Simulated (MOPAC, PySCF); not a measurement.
[Hf(F)4], neutral singlet in the gas phase. 

Z-matrix (Å, degrees):
```
Hf
F 1 1.9153
F 1 1.9153 2 109.47
F 1 1.9153 2 109.47 3 120.00
F 1 1.9153 2 109.47 3 -120.00
```
Charge 0, spin multiplicity 1.

All levels are single points at this geometry (PBE-D3(BJ)/def2-SVP); Pople sets use spherical d functions. Orbital energies aren't observables, and empty levels follow the basis.

BP86/6-31G* (LANL2DZ on Hf) in PySCF gives HOMO (eV) = -9.78.

**Question.** Estimate the HOMO (eV) from each of these levels: B3LYP-D3(BJ)/def2-TZVP in PySCF; PBE-D3(BJ)/def2-TZVP in PySCF; TPSSh-D3(BJ)/def2-TZVP in PySCF; B3LYP/6-311+G** (LANL2DZ on Hf) in PySCF; B3LYP/6-31G* (LANL2DZ on Hf) in PySCF; B3LYP/LANL2DZ in PySCF; M06-2X/6-31G* (LANL2DZ on Hf) in PySCF; PBE/6-31G* (LANL2DZ on Hf) in PySCF; SVWN5/6-31G* (LANL2DZ on Hf) in PySCF; HF/6-31G* (LANL2DZ on Hf) in PySCF; PM6 in MOPAC; PM7 in MOPAC.

**Answer.** 
```json
[
 {"level": "B3LYP-D3(BJ)/def2-TZVP in PySCF", "HOMO (eV)": "-11.85"},
 {"level": "PBE-D3(BJ)/def2-TZVP in PySCF", "HOMO (eV)": "-10.09"},
 {"level": "TPSSh-D3(BJ)/def2-TZVP in PySCF", "HOMO (eV)": "-11.01"},
 {"level": "B3LYP/6-311+G** (LANL2DZ on Hf) in PySCF", "HOMO (eV)": "-12.14"},
 {"level": "B3LYP/6-31G* (LANL2DZ on Hf) in PySCF", "HOMO (eV)": "-11.40"},
 {"level": "B3LYP/LANL2DZ in PySCF", "HOMO (eV)": "-12.01"},
 {"level": "M06-2X/6-31G* (LANL2DZ on Hf) in PySCF", "HOMO (eV)": "-13.82"},
 {"level": "PBE/6-31G* (LANL2DZ on Hf) in PySCF", "HOMO (eV)": "-9.65"},
 {"level": "SVWN5/6-31G* (LANL2DZ on Hf) in PySCF", "HOMO (eV)": "-9.91"},
 {"level": "HF/6-31G* (LANL2DZ on Hf) in PySCF", "HOMO (eV)": "-17.31"},
 {"level": "PM6 in MOPAC", "HOMO (eV)": "-13.41"},
 {"level": "PM7 in MOPAC", "HOMO (eV)": "-15.81"}
]
```
